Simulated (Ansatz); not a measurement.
Two isomers of C2H6O2Si: A = `O=CC[SiH2]O`, B = `O=COC[SiH3]`.

Calculated with Ansatz (gas phase, PBE0-D4/def2-TZVP geometries, no zero-point term in ΔE). CBS: MP2 limit from def2 TZ/QZ plus the TZ coupled-cluster correction, frozen cores. Functionals use def2-TZVPP. B3LYP here is the variant with VWN-RPA as its local correlation; programs differ in this. Each species was taken in one conformer, which may not be the lowest.

A:

Z-matrix (Å, degrees):
```
C
C 1 1.483
Si 1 1.900 2 107.5
H 1 1.094 2 109.7 3 113.5
H 1 1.091 2 112.5 3 -123.6
O 2 1.209 1 123.5 3 -66.2
H 2 1.109 1 116.6 3 110.8
O 3 1.637 1 107.4 2 55.9
H 3 1.482 1 109.8 2 174.5
H 3 1.488 1 108.7 2 -65.9
H 8 0.965 3 114.0 1 -27.4
```

B:

```xyz
11

O    -0.465   -1.641   -1.513
C     0.554   -1.666   -0.886
O     1.121   -0.633   -0.269
C     0.433    0.627   -0.370
Si   -0.755    0.891    1.083
H     1.176   -2.559   -0.732
H     1.215    1.389   -0.369
H    -0.105    0.677   -1.319
H    -1.743   -0.212    1.144
H     0.016    0.936    2.352
H    -1.447    2.190    0.878
```

**Question.** Which is lower in electronic energy at CCSD(T)/CBS, and by how much? (Best estimate.)

**Answer.** Ansatz gave: A, by 38.2 kcal/mol.

**Question.** Give E(B) − E(A) in kcal/mol with B2PLYP, PBE-D4, r2SCAN-D4, CCSD/def2-TZVPP, B3LYP, MP2/def2-TZVPP, B3LYP-D4. (Estimate.)

**Answer.** The calculation gave: B2PLYP 36.1, PBE-D4 32.9, r2SCAN-D4 35.6, CCSD/def2-TZVPP 37.2, B3LYP 34.6, MP2/def2-TZVPP 39.0, B3LYP-D4 35.1. None reverses the order clearly.

Largest T1 diagnostic: 0.015.

From PBE to PBE0 (25 % exact exchange), in def2-TZVPP and without D4, E(B) − E(A) moves by +2.2 kcal/mol.
